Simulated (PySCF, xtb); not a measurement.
FH₆NOSi₂, SMILES O[SiH2]N[SiH2]F.

GFN2-xTB in xtb at its own geometry gives an orbital gap of 5.68 eV and a dipole moment of 1.42 D.

Geometry: B3LYP-D3(BJ)/def2-SVP. This is a generated structure with no PubChem entry under its InChIKey; it may be hypothetical. One conformer was computed; it need not be the lowest.

Problem. What does ωB97X/def2-TZVP (PySCF) give? (Estimate from the structure and the level; the computed values follow.)

Solution. gap 13.08 eV (levels -10.82 and 2.26 eV), dipole 0.93 D.
